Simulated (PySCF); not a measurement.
# How the method moves the HOMO and LUMO of `N#CC1C[SiH2]C1`

Compound: C4H7NSi.
Geometry (PBE0-D3(BJ)/def2-SVP, Å), atoms numbered from 1 in this order:
```xyz
13
C4H7NSi angstrom
N     -2.8668   -0.2936    1.3898
C     -1.9704   -0.1693    0.6669
C     -0.8118   -0.0113   -0.2047
C     -0.0328    1.3306   -0.0531
Si     1.5337    0.3496   -0.4952
C      0.3406   -1.0363    0.0184
H     -1.1711   -0.0981   -1.2438
H     -0.4022    2.1649   -0.6636
H     -0.0104    1.6459    1.0020
H      1.8538    0.3614   -1.9542
H      2.7841    0.5667    0.2903
H      0.2489   -1.9856   -0.5256
H      0.4519   -1.2563    1.0922
```

Basis pcSseg-1 throughout (PySCF), one geometry. Isolated species at its PBE0-D3(BJ)/def2-SVP geometry (one conformer only).

Task: How do the orbital energies, the gap and the dipole change with the method?

Result: 
```
method           kind  HOMO (eV)  LUMO (eV)  gap (eV)  μ (D)  SCF cycles
  BLYP            GGA      -7.30      -1.01      6.29   3.90          15
  OPBE            GGA      -7.42      -0.99      6.43   3.84          14
 B97-D            GGA      -7.42      -1.03      6.40   3.96          14
   PBE            GGA      -7.45      -1.16      6.29   3.88          14
   KT2            GGA      -7.49      -1.27      6.22   3.92          15
   KT3            GGA      -7.49      -1.17      6.32   3.88          14
  BP86            GGA      -7.56      -1.23      6.33   3.93          14
   LDA            LDA      -7.61      -1.39      6.21   3.98          14
 B3LYP  global hybrid      -8.50      -0.48      8.02   4.06          14
    HF   Hartree–Fock     -11.71       2.95     14.66   4.51          12
```

The HOMO spans 4.41 eV, from BLYP down to HF, and the gap runs from 6.21 eV (LDA) to 14.66 eV (HF). Over the methods BLYP (0 %), OPBE (0 %), B97-D (0 %), PBE (0 %), KT2 (0 %), KT3 (0 %), BP86 (0 %), LDA (0 %), B3LYP (20 %), HF (100 %), a straight line through the gap against the share of exact exchange rises by 0.83 eV for each 10 % (correlation coefficient 1.000). The dipole ranges from 3.84 D (OPBE) to 4.51 D (HF). This basis has no diffuse functions.
